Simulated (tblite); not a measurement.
C6H6F3O (doublet state).
Z-matrix (Å and degrees, GFN2-xTB geometry), rows numbered from 1:
```
F 
C   1  1.3426
F   2  1.3403  1  106.31
F   2  1.3419  1  106.42  3   113.10
C   2  1.5120  1  111.58  3  -123.84
C   5  1.5510  2  112.10  1  -177.19
C   6  1.4952  5  114.40  2   -78.00
C   7  1.3772  6  107.21  5  -117.22
C   8  1.3782  7  108.08  6    -0.92
O   9  1.3595  8  111.91  7    -0.06
H   5  1.0916  2  108.03  1   -57.23
H   5  1.0912  2  108.47  1    61.06
H   6  1.1030  5  107.66  2    48.71
H   7  1.0686  6  123.78  5    62.19
H   8  1.0716  7  126.65  6   179.29
H   9  1.0708  8  131.56  7  -179.54
```

Method: GFN2-xTB as coded in tblite; computed harmonic values from a numerical Hessian at the method's own geometry, unscaled. The method is semi-empirical: single wavenumbers can be off by several per cent or more. One conformer, not necessarily the lowest. Open shells enter through the occupations alone, without spin polarisation, and single modes of such species can be off by tens of per cent.

Harmonic wavenumbers (cm⁻¹): 35.1, 74.2, 120.9, 164.9, 263.7, 314.8, 339.1, 446.0, 475.4, 498.1, 542.6, 590.6, 617.1, 647.4, 745.8, 813.0, 830.5, 850.5, 877.2, 945.4, 983.1, 1037.0, 1041.7, 1055.5, 1078.0, 1108.0, 1136.2, 1164.8, 1186.3, 1198.1, 1251.7, 1278.7, 1303.0, 1401.2, 1431.2, 1452.5, 2820.5, 2998.9, 3003.6, 3169.1, 3180.5, 3205.1.

A = 3210, B = 766.9, C = 711.7 MHz; mass 151.037 u (most abundant isotopes); point group C1, symmetry number 1; spin multiplicity 2.

Task: Zero-point energy?

Result: Half the sum of the wavenumbers: 23838 cm⁻¹ = 68.16 kcal/mol.

Task: Entropy at 298.15 K, 1 bar (ideal gas, RRHO, classical rotation)?

Result: Translation 40.97, rotation 29.60, vibration 25.21, spin (R ln 2) 1.38: S = 97.2 cal/(mol K).

Task: And Cp and H(298.15 K) − H(0)?

Result: Cp = 35.91 cal/(mol K), of which vibrations give 27.96 (their classical limit is 42 R = 83.5); H(298.15 K) − H(0) = 6.33 kcal/mol without the zero-point energy, 3.96 from vibrations.

Task: How do the functions run with temperature in this model?

Result: 
| T (K) | S (cal/(mol K)) | Cp (cal/(mol K)) | H − H(0) (kcal/mol) | G − H(0) (kcal/mol) | ln q(vib) |
| --- | --- | --- | --- | --- | --- |
| 150 | 78.4 | 20.8 | 2.15 | -9.60 | 2.76 |
| 250 | 91.3 | 30.9 | 4.72 | -18.10 | 4.92 |
| 400 | 109.1 | 45.7 | 10.50 | -33.14 | 8.31 |
| 600 | 130.5 | 59.4 | 21.13 | -57.15 | 12.93 |
| 900 | 157.0 | 70.9 | 40.85 | -100.42 | 19.52 |

q(vib) and H(0) count from the zero-point level.

Task: Which modes carry the vibrational entropy at 298.15 K?

Result: 35.1 cm⁻¹: 5.52; 74.2 cm⁻¹: 4.04; 120.9 cm⁻¹: 3.09; 164.9 cm⁻¹: 2.49; 263.7 cm⁻¹: 1.64; 314.8 cm⁻¹: 1.34 cal/(mol K); the other 36 give 7.10 together.

Task: What must be added to the electronic energy to get the Gibbs energy at 298.15 K and 1 bar?

Result: ZPE + [H(298.15 K) − H(0)] − T·S = 68.16 + 6.33 − 28.97 = 45.52 kcal/mol.

Hindered rotation and anharmonicity are outside this model. Other conformers, if any are populated, would add a mixing term that is left out. The structure is chiral; the term R ln 2 for an equal mix with its mirror image is left out.

On an Intel Xeon at 2.50 GHz with one thread, shared host, this took 1.7 s of wall time. This covers the Hessian and the dipole derivatives.
